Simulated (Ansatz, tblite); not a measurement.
Clusters of 4 atoms, IV-VI: E(high spin) − E(low spin) (eV) at several levels, gas phase, relaxed structures; Ansatz, xTB through tblite. Each state is relaxed at the level in the geometry column; the other columns are single points. Clusters are the lowest isomers that short searches found in that spin, judged at the geometry's level. Core potentials for Pb in the def2 sets, no spin–orbit coupling. xTB has no spin-polarisation term. Singlets are spin-restricted. The structures are stationary points that may keep the symmetry of their start.

| species | state | geometry | GFN1-xTB | GFN2-xTB | PBE-D4/def2-TZVP | PBE0-D4/def2-TZVP |
| --- | --- | --- | --- | --- | --- | --- |
| Si2O2⁺ | quartet − doublet | PBE0-D4/def2-TZVP | 5.54 | 3.77 | 3.55 | 3.45 |
| Ge2S2 | quintet − singlet | PBE0-D4/def2-SVP | 5.73 | 6.05 | 4.55 | 4.62 |
| Pb2O2 | quintet − singlet | PBE0-D4/def2-SVP | 9.09 | 6.93 | 5.83 | 5.29 |

Estimate the column for r2SCAN-D4/def2-TZVP.

Si2O2⁺ 3.14; Ge2S2 4.45; Pb2O2 5.39.
